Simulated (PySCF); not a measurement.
Several species in one continuum solvent.

Level: CAM-B3LYP/def2-SVPD in PySCF, non-relativistic, each on one gas-phase PBE0-D3(BJ)/def2-SVP geometry that isn't relaxed in the solvent. The solvent is an IEF-PCM continuum (cavity from Bondi-type radii × 1.2). Only the electrostatic response of the medium enters.

Question: Order them by E(solvent) − E(gas) in chloroform (ε = 4.711), most negative first (kJ/mol).
A. `C1=CCSC1`
B. `[CH2:1]=[C:2]([CH2:3][CH3:4])[CH:5]1[CH2:6][CH2:7]1` with C1–C2–C3–C4 0°, C1–C2–C5–C6 -35°
C. `[CH3:1][CH2:2][B:3]([O:4][CH3:5])[O:6][CH3:7]` with C1–C2–B3–O4 179°, C2–B3–O4–C5 0°, C2–B3–O6–C7 -179°

Answer: A (-10.6), C (-8.8), B (-6.3).

| SMILES | charge | ΔE (kJ/mol) | polarisation term (kJ/mol) | HOMO shift (eV) | dipole gas (D) | dipole solvent (D) | atoms | lowest singlet, gas (eV) | lowest singlet, solvent (eV) |
| --- | --- | --- | --- | --- | --- | --- | --- | --- | --- |
| C1=CCSC1 | 0 | -10.6 | -12.0 | -0.06 | 1.83 | 2.30 | 11 | 5.19 | 5.24 |
| CCB(OC)OC | 0 | -8.8 | -9.6 | +0.01 | 1.41 | 1.71 | 18 | 7.62 | 7.63 |
| C=C(CC)C1CC1 | 0 | -6.3 | -6.7 | 0.00 | 0.72 | 0.94 | 19 | 6.60 | 6.45 |

The polarisation term is half the interaction of the solute with the induced surface charges. Singlets are vertical TDDFT energies (frozen core, non-equilibrium response), the lowest in each medium.
